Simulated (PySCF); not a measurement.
Isomers of C9H8FN, one GFN2-xTB conformer each. Single-point energies are computed at PBE0/pcSseg-1 (PySCF, gas phase, no added dispersion term), electronic only.

```csv
SMILES,GFN2-xTB relative energy (kcal/mol)
CCc1cc(C#N)ccc1F,0.0
C#C[C@@H]1C[C@H](C#N)/C1=C/CF,67.5
```

Conformers: `[CH3:1][CH2:2][c:3]1[cH:4][c:5]([C:6]#[N:7])[cH:8][cH:9][c:10]1[F:11]` with C1–C2–C3–C4 92°; `[CH:1]#[C:2][C@@H:3]1[CH2:4][C@H:5]([C:6]#[N:7])/[C:8]1=[CH:9]/[CH2:10][F:11]` with C8–C9–C10–F11 -133°.

Task: What does PBE0/pcSseg-1 give for the same structures?

Result: 
```tsv
SMILES	PBE0/pcSseg-1 E (Eh)	PBE0/pcSseg-1 (kcal/mol)	GFN2-xTB (kcal/mol)	point group
CCc1cc(C#N)ccc1F	-501.72793	0.0	0.0	C1
C#C[C@@H]1C[C@H](C#N)/C1=C/CF	-501.58783	87.9	67.5	C1
```

Both levels put the same isomer lowest. As drawn, the lower has an aromatic ring, which the higher lacks; the higher has a four-membered ring, a C≡C bond and a C=C bond outside aromatic rings, which the lower lacks.

Task: Which frontier levels, dipoles and rotational constants go with these structures?

Result: 
| SMILES | HOMO (eV, PBE0/pcSseg-1) | LUMO (eV) | dipole (D) | A, B, C (MHz) |
| --- | --- | --- | --- | --- |
| CCc1cc(C#N)ccc1F | -7.63 | -1.51 | 3.65 | 1978, 752.4, 571.5 |
| C#C[C@@H]1C[C@H](C#N)/C1=C/CF | -7.97 | -0.89 | 3.49 | 1304, 801.3, 599.8 |
